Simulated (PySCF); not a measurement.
C6H6F2.
Cartesian coordinates in Å at the GFN2-xTB level; atoms count from 1:
```
atom  x, y, z in Å
F1     3.9145   -0.6497    0.3547
C2     2.7830   -0.4898   -0.3947
C3     1.6251   -0.2568    0.1648
C4     0.7570   -0.0388    1.3131
C5     0.1972   -0.0025    0.1153
C6    -0.9795    0.1585   -0.7455
C7    -2.2492    0.4201    0.0605
F8    -2.5909   -0.6954    0.7822
H9     2.9816   -0.5790   -1.4498
H10    0.6863    0.0216    2.3707
H11   -1.1086   -0.7502   -1.3420
H12   -0.8130    0.9886   -1.4374
H13   -2.1073    1.2314    0.7817
H14   -3.0970    0.6416   -0.5959
```

The closed-shell ground state was solved at several levels (PySCF, density fitting, gas phase, non-relativistic).

```csv
level,basis functions,HOMO (eV),LUMO (eV),gap (eV),dipole (D)
CAM-B3LYP/def2-SVPD,214,-7.26,0.60,7.86,4.11
PBE0/pcSseg-1,166,-5.86,-0.46,5.40,4.00
```

Q: What might B3LYP/pcJ-1 (276 basis functions) give for the same quantities?

A: HOMO -5.64 eV, LUMO -0.69 eV, gap 4.95 eV, dipole 3.98 D.

Q: Over all these levels, which gives the widest orbital gap and which the narrowest?

A: CAM-B3LYP/def2-SVPD (range-separated hybrid) has the widest, 7.86 eV, and B3LYP/pcJ-1 (global hybrid, 20 % exact exchange) the narrowest, 4.95 eV. Functional and basis both differ between the two, so the spread mixes both effects.

Q: How far do the dipole and the HOMO energy spread over the levels?

A: The dipole runs from 3.98 to 4.11 D (mean 4.03 D) and the HOMO from -7.26 to -5.64 eV.

One conformer stands for the species.
